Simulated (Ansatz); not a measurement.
ZnCl2. Total charge 0; singlet. Geometry PBE-D4/def2-TZVP, basis def2-TZVP, Ansatz.

```csv
run,HOMO (eV),LUMO (eV)
A,-9.15,-1.69
B,-11.96,0.55
C,-7.75,-2.61
D,-8.15,-2.48
E,-8.86,-2.03
F,-12.40,1.31
```

LC-ωPBE has ω = 0.4 bohr⁻¹. B3LYP takes the VWN-RPA correlation.

Problem. The runs used B3LYP, B97M-V, HF, LC-ωPBE, PBE, PBE0. Estimate which is which.

Solution. A PBE0 (25 % exact exchange); B LC-ωPBE (range-separated); C PBE (0 % exact exchange); D B97M-V (0 % exact exchange); E B3LYP (20 % exact exchange); F HF (100 % exact exchange). Exact exchange lowers occupied and raises empty levels; among semilocal functionals meta-GGAs tend to open the gap a little, and such runs are hard to tell apart. The gap grows from 5.13 eV (PBE) to 13.71 eV (HF).
